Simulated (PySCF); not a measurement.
## Selenium: highly charged ions in a basis for the neutral atom

Se⁶⁺ [Ar] 3d10, Se⁷⁺ [Ar] 3d9. Calculation: PySCF 2.14, in cc-pVDZ-PP with ECP10MDF; a scalar-relativistic core potential. No spin-orbit coupling, so a gap to NIST mixes the basis error with missing relativistic terms.

Changed run: basis of the neutral atom used for a highly charged ion. This setting is unsound on purpose.

```csv
species,method,sound run (hartree),changed run (hartree),converged
Se⁶⁺,UHF,not run,-362.70129,yes
Se⁶⁺,BP86,not run,-363.84545,yes
Se⁶⁺,TPSS,not run,-363.65876,yes
Se⁷⁺,UHF,not run,-356.92231,yes
Se⁷⁺,BP86,not run,-357.98454,yes
Se⁷⁺,TPSS,not run,-357.80035,yes
```

Ionisation energy of Se⁶⁺:

| method | changed run (eV) | NIST (eV) |
| --- | --- | --- |
| UHF | 157.25 | 155.33 |
| BP86 | 159.48 | 155.33 |
| TPSS | 159.42 | 155.33 |

The contracted functions were made for the neutral atom and can be too rigid for a highly charged ion.
